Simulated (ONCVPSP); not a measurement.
## Before and after: ONCV potential for tin (Sn)

tin (Sn), optimised norm-conserving Vanderbilt (ONCV), made with ONCVPSP 4.0.1 (LDA (Perdew-Wang 92), scalar-relativistic). Core [Ar] 3d10, reference 4s2 4p6 4d10 5s2 5p1 (charge +1). Waves: 4s+5s: rc 1.55 bohr, ncon 4, nbas 7, qcut 8.4 1/bohr, 2 projectors; 4p+5p: rc 1.75 bohr, ncon 5, nbas 9, qcut 9 1/bohr, 2 projectors; 4d: rc 1.55 bohr, ncon 4, nbas 9, qcut 9.4 1/bohr, local. Local part: the d channel. Core correction: none.

Change: p: qcut 12.7.

Cutoffs: the cutoffs (Ha) at which the residual kinetic energy of the hardest occupied pseudo-wave falls to 1 and 0.1 mHa per electron; they do not see the model core or the augmentation charge, which bear on the density cutoff. Errors are all-electron minus pseudo energies relative to the spin-unpolarised reference configuration.

Task: What does the change do?

Result: The potential gets neither clearly harder nor softer (35 Ha and 39 Ha → 35 Ha and 43 Ha); the bound ghost in p disappears; the lowest positive-energy flag moves from none to p at 7.2 eV; of the 4 tests that both files solve, the error grows in 1 and shrinks in 3 by more than 15 % and 0.3 meV (median size 8.9 → 6.4 meV); the range in which the p phases agree narrows (upper end at the end of the scan → 0.0).

```csv
quantity,base,changed
"cutoff, loose",35 Ha,35 Ha
"cutoff, tight",39 Ha,43 Ha
loose cutoff by channel,"s 24 Ha, p 25 Ha, d 35 Ha","s 24 Ha, p 31 Ha, d 35 Ha"
bound ghosts,p,none
GHOST(+) flags under 300 eV,none,p at 7.2 eV
"error for 4s2 4p6 4d10 5s2 5p2, meV [ΔE -7.09 eV]",+1.4,+3.6
"error for 4s2 4p6 4d10 5s2 5p0, meV [ΔE 14.26 eV]",-3.7,-2.5
"error for 4s2 4p6 4d10 5s1 5p0, meV [ΔE 45.70 eV]",-14,-9.3
"error for 4s2 4p6 4d10 5s0 5p0, meV [ΔE 87.26 eV]",-36,-26
s: phases at 1.57 bohr within 0.05 rad from the reference energy up to (Ha; the scan ends near 5),to the end of the scan,to the end of the scan
p: phases at 1.78 bohr within 0.05 rad from the reference energy up to (Ha; the scan ends near 5),to the end of the scan,0.0
d: phases at 1.57 bohr within 0.05 rad from the reference energy up to (Ha; the scan ends near 5),1.3,1.3
```

 A true bound ghost makes a file unfit for plane-wave use even where its test errors are small: the radial tests pick states by their node count and pass the ghost by.
